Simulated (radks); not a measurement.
All-electron atom: Sm I in [Xe] 4f5 6s2 6p1 (not the ground configuration). Calculated with a radial shooting solver on a logarithmic mesh with Libxc functionals: scalar-relativistic Kohn-Sham, PBEsol, spin-unpolarised, spherical densities, finite nucleus; Fermi nuclear charge, rms radius 5.0819 fm.

Normalised radial functions P(r) = r R(r), r in bohr:

```
   r/bohr * 5s, o 5p, + 6p (the largest magnitude, 0.988, reaches the edge; | marks zero, & curves that meet)
0.0008086                             &*
 0.001105                             &*
 0.001521                             & *
 0.002078                             & *
 0.002862                             & *
  0.00391                             &  *
 0.005385                             &   *
 0.007356                             +o  *
  0.01005                             +o  *
  0.01384                             |+o *
  0.01891                             |+ &
  0.02604                             |&  o
  0.03557                          *  | +  o
  0.04899                       *     | +   o
  0.06692                      *      |+   o
  0.09143                         *   +o
   0.1259                        o   +|  *
    0.172                    o      + |         *
   0.2369                       o   + |      *
   0.3236                        *    |+  o
   0.4457              *              |  +         o
   0.6088                      *      | +      o
   0.8318                      o    + |            *
    1.145       o               +     |                          *
    1.565     o                   +   |                       *
    2.155             o               | +         *
    2.944                      o      |  *      +
    4.054                           o *             +
    5.539                             &           +
    7.567                             &      +
    10.42                             &  +
    14.24                             &+
```

5s: eigenvalue -49.928 eV, 4 radial nodes at r = 0.0278, 0.110, 0.288, 0.684 bohr, <r> = 1.38 bohr, 90 % of the charge inside 1.98 bohr. 5p: eigenvalue -29.028 eV, 3 radial nodes at r = 0.0984, 0.290, 0.732 bohr, <r> = 1.60 bohr, 90 % of the charge inside 2.34 bohr. 6p: eigenvalue -2.186 eV, 4 radial nodes at r = 0.0983, 0.289, 0.717, 1.96 bohr, <r> = 5.09 bohr, 90 % of the charge inside 7.54 bohr.
